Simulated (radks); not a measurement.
As, configuration [Ar] 3d10 4s2 4p3 (the NIST ground configuration). Method: scalar-relativistic Kohn-Sham, AM05, spin-polarised, spherical densities, finite nucleus; open shells are filled with parallel spins first; Fermi nuclear charge, rms radius 4.0968 fm; computed with a radial shooting solver on a logarithmic mesh with Libxc functionals. Some entries of the table are withheld. Estimate them.

orbital,occ.,eigenvalue (hartree),<r^2> (bohr^2)
1s up,1,-429.9581,0.002792
1s down,1,-429.9537,0.002792
2s up,1,-54.54007,0.04861
2s down,1,-54.53779,0.04861
2p up,3,-47.85386,0.03853
2p down,3,-47.84992,0.03853
3s up,1,-6.95613,0.4141
3s down,1,-6.95158,0.4137
3p up,3,-4.88902,(1)
3p down,3,-4.88358,(2)
3d up,5,-1.48602,0.5880
3d down,5,-1.47633,0.5767
4s up,1,-0.55779,4.335
4s down,1,-0.47077,4.356
4p up,3,-0.21576,7.379
4p down,0,-0.13211,8.809

Answer. 
(1) 3p up <r^2> (bohr^2): 0.4492
(2) 3p down <r^2> (bohr^2): 0.4482
